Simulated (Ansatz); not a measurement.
Reaction (ligand exchange at the Si–O bond): `FB(F)O[SiH3]` + H₂Te → `[SiH3][TeH]` + `OB(F)F`

Computed with Ansatz on PBE0-D4/def2-TZVP structures; ΔE is electronic, products minus reactants. CCSD(T)/CBS is the MP2 limit (def2-TZVPP, def2-QZVPP) plus CCSD(T) − MP2 in def2-TZVPP, frozen cores. This one scheme is used for every species. Elements past krypton have def2 core potentials. For Te outer-core shells are correlated without core-valence functions, which leaves a few kJ/mol of doubt a bond. Each species was taken in one conformer, which may not be the lowest.

`FB(F)O[SiH3]`:

Z-matrix (Å, degrees):
```
Si
O 1 1.661
H 1 1.483 2 109.6
H 1 1.483 2 109.6 3 121.0
H 1 1.479 2 106.3 3 -119.5
B 2 1.339 1 133.7 3 -60.4
F 6 1.328 2 121.9 1 -0.1
F 6 1.319 2 120.5 1 179.9
```

H₂Te:

```xyz
3

Te    0.569    0.273    0.455
H    -0.317   -1.125    0.407
H    -0.251    0.853   -0.862
```

`[SiH3][TeH]`:

Cartesian coordinates in Å:
```
Si -0.610 -0.025 0.220
Te 1.854 0.337 0.349
H -0.934 -1.426 -0.146
H -1.112 0.268 1.585
H -1.242 0.896 -0.758
H 2.044 -0.050 -1.251
```

`OB(F)F`:

```xyz
5

O    -0.710   -0.495    0.534
B     0.069    0.178   -0.333
F    -0.425    0.547   -1.497
F     1.330    0.489   -0.058
H    -0.264   -0.720    1.353
```

```csv
species,CCSD(T)/CBS(def2) energy (Eh)
`FB(F)O[SiH3]`,-590.65048
H₂Te,-268.91024
`[SiH3][TeH]`,-559.21313
`OB(F)F`,-300.33752
```

(1) Work out ΔE.

(2) What do rigid-rotor, harmonic-oscillator terms from PBE0-D4/def2-TZVP frequencies (298.15 K, 1 bar) make of the CCSD(T)/CBS value? (An estimate is asked.)

Largest T1 diagnostic among the species: 0.012.

Results:

(1) ΔE = (-559.21313) + (-300.33752) − (-590.65048) − (-268.91024) = 0.01007 Eh = +26.4 kJ/mol.

(2) Computed: ΔZPE = +11.1 kJ/mol, ΔH = +35.3 kJ/mol, ΔS = 0 J/(mol·K), ΔG = +35.4 kJ/mol. Modes under 50 cm⁻¹ make the entropy rough.

In def2-TZVPP, CCSD(T) changes the Hartree–Fock value by −16.1 kJ/mol (the triples alone add −3.1 kJ/mol) and MP2 by −21.3 kJ/mol. Leaving LDA and LC-ωPBE aside and taking each functional with its dispersion term where it has one, the values, not all of them listed here, spread over 27.1 kJ/mol, from PBE-D4 to CAM-B3LYP-D4. LDA lies +3.7 kJ/mol from PBE without D4. From PBE to PBE0 (25 % exact exchange), in def2-TZVPP and without D4, ΔE moves by +3.4 kJ/mol.
